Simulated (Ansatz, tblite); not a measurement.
Cost and result up the ladder for (NaH)4 ring (Na₄H₄) (8 atoms). Charge 0, multiplicity 1. Geometry: PBE-D4/def2-SVP.

```xyz
8

Na   -0.871    2.356    0.553
H    -2.314    1.004    1.046
Na   -2.206   -1.021    0.839
H    -1.008   -2.549    0.216
Na    0.871   -2.356   -0.553
H     2.314   -1.004   -1.046
Na    2.206    1.021   -0.839
H     1.008    2.549   -0.216
```

Ansatz on 4 threads of Intel Xeon on a shared host; xTB runs through tblite on one thread. Times are rough, summed over both states, and most runs start from the orbitals of an earlier one. PBE0-D4/def2-TZVP serves as the yardstick here, not as an exact answer. The other state is a doublet.

The xTB rows come from tblite.

Raw xTB energies of ions are shifted by several eV.

```tsv
level	functions	wall time	vertical IE (eV)	difference from PBE0-D4/def2-TZVP (eV)
GFN1-xTB	24	0.018 s	12.34	5.17
GFN2-xTB	20	0.019 s	11.10	3.93
PBE-D4/def2-TZVP	152	9.1 s	6.73	-0.43
PBE0-D4/def2-TZVP	152	12 s	7.16	0.00
r2SCAN-D4/def2-TZVP (with forces)	152	15 s	6.80	-0.37
```
